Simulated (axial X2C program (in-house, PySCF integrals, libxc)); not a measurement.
Values are calculated unless marked as measured or tabulated.
# MoB⁻: input and output

Program: an in-house all-electron X2C program for linear molecules (integrals from PySCF).

The run was started with this input:
```json
{
 "zs": [
  42,
  5
 ],
 "q": -1,
 "bas": [
  "dyall-acv3z",
  "dyall-av3z"
 ],
 "levels": [
  "PBE0",
  "HF",
  "BLYP"
 ],
 "cc": true,
 "r0": 2.23,
 "thr": -1.0,
 "nmax": 90,
 "npts": 10,
 "nst": 2,
 "ntry": 6
}
```
```bash
python so2c.py task.json out
```

Keys: zs atomic numbers; q charge; bas basis sets; levels methods; cc coupled cluster on or off; r0 starting distance in Å; thr threshold in hartree for freezing inner shells (an s shell follows its p shell); nmax most natural virtual spinors; npts points on the curve; nst determinants followed; ntry starts of the search. HF also brings MP2.

Output of the BLYP step, two-component, at R = 1.871 Å for the state Ω = 2. It starts from PBE0 orbitals of this distance.

```
two-component X2C + atomic mean field  BLYP
basis functions 221  fitting functions 1047  grid points 5077
iter        total energy     max residual
   1      -4071.731762114     1.30e-01
   2      -4071.739215327     8.71e-03
   3      -4071.691894095     4.41e-02
   4      -4071.740841540     3.87e-03
   5      -4071.741382749     4.11e-03
   6      -4071.741622130     1.70e-03
   7      -4071.741677872     7.75e-04
   8      -4071.741692409     3.52e-04
   9      -4071.741694260     2.56e-05
  10      -4071.741694278     6.62e-06
  11      -4071.741694279     2.78e-06
converged
one-electron -5741.25825738  Coulomb 1741.06080621  exact exchange 0.00000000  xc functional -129.03929884  nuclear repulsion 59.39455601  atomic mean-field constant -1.89950027
```
Energies are in hartree; totals compare only within one Hamiltonian and basis. The determinant is spin-polarised beyond a pure state at some levels (its spin-free form has ⟨S²⟩ too high), which makes Re and μ there less reliable.
